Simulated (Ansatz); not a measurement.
Geometry optimisation, Ansatz, RKS B3LYP/def2-SVP.

Input:

```yaml
crystal:
  periodic: [false, false, false]
  atoms:
    - { symbol: "N", position_ang: [-1.0488, 1.3808, 0.4496] }
    - { symbol: P, position_ang: [-0.9789, -0.2575, 0.3455] }
    - { symbol: "N", position_ang: [-0.1354, -0.6017, 1.7339] }
    - { symbol: Si, position_ang: [0.5863, -0.6121, -1.3568] }
    - { symbol: H, position_ang: [-2.04083, 1.73915, 0.67919] }
    - { symbol: H, position_ang: [-0.45377, 1.8705, 1.09421] }
    - { symbol: H, position_ang: [0.8086, -0.1038, 1.8232] }
    - { symbol: H, position_ang: [0.1417, -1.5787, 1.8448] }
    - { symbol: H, position_ang: [-0.0902, -0.1377, -2.5831] }
    - { symbol: H, position_ang: [0.8469, -2.0683, -1.3654] }
    - { symbol: H, position_ang: [1.714, 0.1781, -1.0124] }
basis:
  gaussian: { orbitals: def2-SVP }
hamiltonian:
  xc: b3lyp
relax:
  f_tol: 0.015
  max_steps: 40
```

Command:

```bash
$ ansatz run input.yaml --threads 2 --pin off --max-ram 3072MiB --backend cpu --events-out ev --progress --plain --runs-dir out
```

Q: Where does it end, and by what steps?

A: It converged. After 15 steps the energy has fallen by 0.798 eV; H8 moved furthest, 0.90 Å.

```tsv
step	energy less start (eV)	largest force component (eV/Å)	accepted
0	0.0000	3.306	yes
1	-0.4695	2.211	yes
2	-0.5973	0.697	yes
3	-0.7089	0.509	yes
4	-0.7331	0.572	yes
5	-0.7199	0.680	no
6	-0.7597	0.282	yes
7	-0.7649	0.190	yes
8	-0.7836	0.349	yes
9	-0.7951	0.054	yes
10	-0.7889	0.212	no
11	-0.7968	0.186	yes
12	-0.7968	0.121	no
13	-0.7976	0.028	yes
14	-0.7978	0.042	yes
15	-0.7979	0.008	yes
```

```xyz
11
Properties=species:S:1:pos:R:3
N -1.174 1.304 0.395
P -0.986 -0.414 0.371
N 0.085 -0.941 1.622
Si 0.526 -0.499 -1.327
H -1.966 1.656 0.928
H -0.365 1.915 0.500
H 0.964 -0.455 1.793
H -0.356 -1.213 2.498
H -0.079 0.024 -2.586
H 0.974 -1.905 -1.546
H 1.727 0.336 -0.994
```

Run time: 29 s on 2 threads of Intel(R) Xeon(R) Platinum 8488C (Sapphire Rapids), on a shared host, peak memory 0.23 GiB.
